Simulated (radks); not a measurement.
Results of a calculation; reference values are marked as such.
Spherical jellium clusters: N electrons in a uniform positive sphere of charge N and radius rs N^(1/3), rs = 2.29 bohr. Level of theory: non-relativistic Kohn-Sham, PBEsol, spin-polarised, spherical densities (a radial shooting solver with Libxc functionals). Levels are named by radial order and angular momentum (1s, 1p, 1d, 2s, ...), and open shells are averaged over m.

N = 31, configuration 1s2 1p6 1d10 2s2 1f(up 7, down 4). This is the lowest configuration that the search found. Occupied and some empty levels:

| level | occupation | eigenvalue (eV) | <r> (bohr) |
|---|---|---|---|
| 1s up | 1 | -11.114 | 4.050 |
| 1s down | 1 | -11.001 | 3.958 |
| 1p up | 3 | -8.9750 | 5.054 |
| 1p down | 3 | -8.7637 | 4.993 |
| 1d up | 5 | -6.5405 | 5.765 |
| 1d down | 5 | -6.2710 | 5.735 |
| 2s up | 1 | -5.9774 | 5.008 |
| 2s down | 1 | -5.8027 | 5.046 |
| 1f up | 7 | -3.8555 | 6.404 |
| 1f down | 4 | -3.5593 | 6.403 |
| 2p up | 0 | -3.0649 | 6.158 |
| 2p down | 0 | -2.8976 | 6.190 |
| 1g up | 0 | -1.0349 | 7.192 |
| 1g down | 0 | -0.74405 | 7.260 |
| 2d up | 0 | -0.67570 | 8.762 |

Energy (eV): total -24.0090, kinetic 150.80, external -4242.0, Hartree 2067.3, exchange-correlation -181.13, background 2181.1.
